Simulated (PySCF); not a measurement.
Numbering as in the mapped SMILES `[CH:1]#[C:2][Si@@:3]([Cl:4])([C:5]#[C:6][CH3:7])[N:8]=[CH2:9]` (H(Xn): hydrogen on atom n). Ha(C9) is cis to Si3; Hb(C9) is trans to Si3.

All values are calculated (PySCF 2.14): GFN2-xTB geometry, σ from GIAO-PBE0/pcSseg-1. A single conformation, no solvent, averaged over atoms made equivalent by symmetry, fast rotation or ring inversion, relativity neglected.

**Question.** Predict the 2D correlation tables (HSQC, COSY, HMBC).

**Answer.** 

HSQC (one-bond C–H):
```csv
δH,δC
8.66 (Ha(C9)),172.6 (C9)
8.63 (Hb(C9)),172.6 (C9)
2.10 (H(C7)),5.7 (C7)
1.96 (H(C1)),100.7 (C1)
```

COSY cross peaks (H two or three bonds apart, from the bond graph; peaks can be absent where the dihedral angle is near 90°):
```csv
δH,δH
8.66 (Ha(C9)),8.63 (Hb(C9))
```

HMBC (two and three bonds, from the bond graph):
```csv
δH,δC
2.10 (H(C7)),"112.7 (C6), 82.3 (C5)"
1.96 (H(C1)),89.4 (C2)
```

Scale: $^{1}$H, $^{13}$C vs TMS (reference shieldings calculated alike).

Shifts are as computed. Against solution values, carbons near 30 ppm lie about +3 ppm off and those near 130 ppm about +5 ppm. Of 1309 compounds with measured shifts, 239 miss one by over three times the rms of a fit or turn the order of signals round; such compounds aren't used in these exercises.
